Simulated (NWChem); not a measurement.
System: BH2S2Cl; SMILES SB(S)Cl

The following NWChem deck was run.

```
start job
memory heap 200 mb stack 900 mb global 1100 mb
geometry units angstroms
  B      0.000094    -0.000023     0.000000
  Cl    -1.761779     0.006151     0.000000
  S      0.795213     1.615619     0.000000
  H      2.078429     1.196077     0.000000
  S      0.783854    -1.621208     0.000000
  H      2.069996    -1.210719     0.000000
end
basis spherical
  * library 3-21g
end
dft
  xc hfexch
  iterations 150
end
driver
  maxiter 120
end
task dft optimize
task dft freq
```

The level has its own optimisation; frequencies are unscaled.

Task: Give the results of this calculation. (Hartree-Fock/3-21G.) Quantities: r B–Cl (Å); r B–S (Å); r H–S (Å); highest harmonic frequency (cm⁻¹); lowest (cm⁻¹); zero-point energy (kcal/mol); dipole (D).

Result: 
```yaml
r B–Cl (Å): 1.797
r B–S (Å): 1.824
r H–S (Å): 1.350
highest harmonic frequency (cm⁻¹): 2652
lowest (cm⁻¹): 248
zero-point energy (kcal/mol): 15.9
dipole (D): 3.40
```
